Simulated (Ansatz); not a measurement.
`O[SiH2]OP` and `[SiH3]OP` differ in one atom or group.

Ansatz, PBE0-D4/def2-TZVP geometries, multiplicity 1. Each molecule was computed in one conformer, which needn't be the lowest.

```tsv
property	`O[SiH2]OP`
LUMO energy (PBE/def2-TZVPP) / eV	-1.28
ideal-gas entropy at 298 K and 1 bar (rigid rotor, harmonic PBE0-D4/def2-TZVP) / J/(mol·K)	344
HOMO–LUMO gap (B3LYP/def2-TZVPP) / eV	6.54
LUMO energy (ωB97M-V/def2-TZVPP) / eV	1.52
size of the dipole moment (PBE/def2-TZVPP) / D	1.16
HOMO energy (PBE/def2-TZVPP) / eV	-6.06
```

Q: What does the change do to each property? (An estimate is asked.)

A: The calculation gave: 
```csv
property,`[SiH3]OP`,shift
LUMO energy (PBE/def2-TZVPP) / eV,-1.51,-0.23
"ideal-gas entropy at 298 K and 1 bar (rigid rotor, harmonic PBE0-D4/def2-TZVP) / J/(mol·K)",325,-19
HOMO–LUMO gap (B3LYP/def2-TZVPP) / eV,6.28,-0.26
LUMO energy (ωB97M-V/def2-TZVPP) / eV,1.26,-0.26
size of the dipole moment (PBE/def2-TZVPP) / D,0.15,-1.01
HOMO energy (PBE/def2-TZVPP) / eV,-6.04,0.02
```

The zero-point energy changes by -18.4 kJ/mol with -3 modes. Dipoles are sizes alone; their direction can turn. Modes under 60 cm⁻¹, often nearly free rotors, make the harmonic entropy too high.

B3LYP here is the variant with VWN-RPA as its local correlation; programs differ in this.
